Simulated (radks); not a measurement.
Gd2+, configuration [Xe] 4f6.5 5d1 6p0.5 (fractional occupations, a model configuration). Calculated with a radial shooting solver on a logarithmic mesh with Libxc functionals: Dirac Kohn-Sham, PBE, spin-unpolarised, spherical densities, finite nucleus; open shells fill j = l - 1/2 first; Fermi nuclear charge, rms radius 5.1569 fm.

Normalised radial functions P(r) = r R(r) (large component), r in bohr:

```
   r/bohr * 4f7/2 (the largest magnitude, 1.1, reaches the edge; | marks zero)
 0.001447 *
 0.001685 *
 0.001977 *
 0.002302 *
  0.00268 *
 0.003119 *
 0.003661 *
 0.004262 *
 0.004961 *
 0.005822 *
 0.006778 *
 0.007891 *
 0.009186 *
  0.01078 *
  0.01255 *
  0.01461 *
  0.01701 *
  0.01996 *
  0.02324 *
  0.02705 *
  0.03149 *
  0.03695 *
  0.04302 *
  0.05008 *
  0.05877 |*
  0.06842 |*
  0.07965 | *
  0.09273 |  *
   0.1088 |    *
   0.1267 |      *
   0.1475 |         *
   0.1717 |             *
   0.2015 |                   *
   0.2346 |                         *
   0.2731 |                                *
   0.3204 |                                       *
    0.373 |                                             *
   0.4343 |                                                  *
   0.5056 |                                                     *
   0.5933 |                                                      *
   0.6907 |                                                    *
   0.8041 |                                                *
   0.9361 |                                          *
    1.098 |                                   *
    1.279 |                             *
    1.489 |                      *
    1.733 |                *
    2.034 |           *
    2.368 |       *
    2.756 |    *
    3.235 |  *
    3.766 |*
    4.384 |*
    5.103 *
    5.989 *
    6.972 *
    8.117 *
    9.449 *
    11.09 *
    12.91 *
```

4f7/2: eigenvalue -26.979 eV, 0 radial nodes, <r> = 0.841 bohr, 90 % of the charge inside 1.43 bohr.
